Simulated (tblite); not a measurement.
A geometry optimisation, step by step.

Compound: C7H13NSi.
SMILES with atom numbers: `[CH2:1]=[CH:2]/[C:3]([CH3:4])=[N:5]/[C@H:6]([SiH3:7])[CH:8]=[CH2:9]` (hydrogens: H10, H11 on C1; H12 on C2; H13, H14, H15 on C4; H16 on C6; H17, H18, H19 on Si7; H20 on C8; H21, H22 on C9)

Computed with GFN2-xTB (tblite), gas phase: L-BFGS steps from a force-field or distance-geometry start until the largest atomic force falls under 0.01 eV/Å. 3 of its 155 geometries are shown.

Step 0: E = -712.2860 eV, largest atomic force 1.452 eV/Å
```
atom  x, y, z in Å  |  force x, y, z in eV/Å
C1     -2.164    2.091    2.170    0.053   0.175  -0.266
C2     -1.364    1.942    1.111    0.220  -1.133   0.391
C3     -0.689    0.660    0.710    0.125   0.886  -0.539
C4     -1.144   -0.637    1.315   -0.374  -0.208   0.478
N5      0.248    0.774   -0.159   -0.372  -0.399   0.382
C6      1.001   -0.391   -0.635   -0.274   0.359   0.290
Si7     2.827    0.157   -0.872    0.617   0.390  -0.063
C8      0.376   -0.875   -1.907   -0.384  -1.349  -0.134
C9     -0.031   -2.142   -2.128    0.307   1.415   0.110
H10    -2.442    1.291    2.853    0.152   0.273  -0.290
H11    -2.593    3.071    2.387    0.159  -0.433  -0.021
H12    -1.113    2.791    0.501    0.079   0.030  -0.137
H13    -2.137   -0.569    1.790    0.466   0.154  -0.237
H14    -1.208   -1.424    0.558    0.140   0.173   0.078
H15    -0.423   -0.938    2.088   -0.163  -0.031  -0.188
H16     1.040   -1.185    0.132   -0.291  -0.065  -0.266
H17     3.655   -1.004   -1.298   -0.315   0.193   0.096
H18     2.953    1.215   -1.901   -0.123  -0.247   0.270
H19     3.400    0.650    0.421   -0.334  -0.177  -0.430
H20     0.219   -0.137   -2.688    0.102  -0.007   0.270
H21     0.078   -2.910   -1.377    0.008   0.015  -0.132
H22    -0.500   -2.412   -3.070    0.201  -0.014   0.337
```

Step 77: E = -712.5097 eV, largest atomic force 0.110 eV/Å
```
atom  x, y, z in Å  |  force x, y, z in eV/Å
C1     -1.988    2.253    2.151   -0.005  -0.023  -0.024
C2     -1.200    1.952    1.125    0.012   0.011  -0.003
C3     -0.712    0.626    0.756   -0.018  -0.018  -0.010
C4     -1.097   -0.557    1.607    0.017  -0.011   0.014
N5      0.023    0.583   -0.283   -0.048   0.014   0.058
C6      0.724   -0.573   -0.722   -0.005  -0.013   0.001
Si7     2.506    0.158   -0.742    0.063   0.007  -0.019
C8      0.331   -0.980   -2.093   -0.003  -0.063  -0.022
C9      0.336   -2.232   -2.522   -0.008   0.108   0.021
H10    -2.377    1.512    2.829    0.008   0.033   0.004
H11    -2.283    3.272    2.348    0.021  -0.045   0.004
H12    -0.831    2.741    0.482   -0.026  -0.031  -0.040
H13    -2.116   -0.449    1.968    0.000   0.019   0.003
H14    -1.035   -1.478    1.030   -0.034   0.006   0.026
H15    -0.429   -0.642    2.464   -0.001   0.023   0.020
H16     0.672   -1.436   -0.048   -0.020  -0.048   0.002
H17     3.430   -0.861   -1.246    0.009  -0.013   0.006
H18     2.494    1.333   -1.604    0.005   0.006   0.016
H19     2.831    0.502    0.643    0.018   0.023  -0.008
H20     0.029   -0.164   -2.735    0.017  -0.022  -0.029
H21     0.623   -3.050   -1.878   -0.002   0.034  -0.035
H22     0.059   -2.491   -3.530    0.001   0.002   0.013
```

Step 154: E = -712.5673 eV, largest atomic force 0.008 eV/Å
```
atom  x, y, z in Å  |  force x, y, z in eV/Å
C1     -2.004    2.303    2.090    0.000  -0.003   0.004
C2     -1.472    1.868    0.953   -0.001   0.003  -0.001
C3     -0.785    0.596    0.752   -0.001   0.003   0.004
C4     -0.753   -0.382    1.899   -0.001   0.002   0.000
N5     -0.257    0.447   -0.395    0.002   0.001   0.001
C6      0.515   -0.660   -0.815    0.001   0.000   0.002
Si7     2.351   -0.137   -0.494    0.002   0.001   0.007
C8      0.354   -0.871   -2.279    0.002   0.002  -0.002
C9      0.452   -2.042   -2.883   -0.001  -0.002  -0.003
H10    -1.984    1.731    3.002    0.000   0.001   0.002
H11    -2.482    3.266    2.150    0.000  -0.005  -0.005
H12    -1.506    2.485    0.066    0.003   0.002  -0.003
H13    -1.736   -0.449    2.360    0.001  -0.003  -0.001
H14    -0.455   -1.374    1.570   -0.002  -0.002  -0.003
H15    -0.040   -0.042    2.649    0.000   0.006   0.005
H16     0.322   -1.600   -0.276    0.001  -0.003   0.004
H17     3.207   -1.236   -0.943   -0.003   0.001  -0.003
H18     2.618    1.092   -1.233    0.000   0.000   0.001
H19     2.503    0.088    0.945    0.001  -0.002  -0.002
H20     0.152    0.031   -2.838    0.000   0.004  -0.004
H21     0.644   -2.949   -2.332    0.003  -0.001  -0.003
H22     0.344   -2.145   -3.949   -0.006  -0.005   0.001
```

**Question.** Summarise the path.

**Answer.** The energy falls by 6.49 kcal/mol from step 0 to step 154; nine tenths of that is first reached at step 91. It falls at every step. The largest force goes from 1.452 to 0.008 eV/Å. Among the bonds N5–C6 changes most, from 1.467 to 1.413 Å; the atoms move by 0.774 Å rms after alignment.

What follows is the cost of the whole relaxation. The run took 1.2 s wall on an Arm Neoverse V2 with one thread, on a shared host.
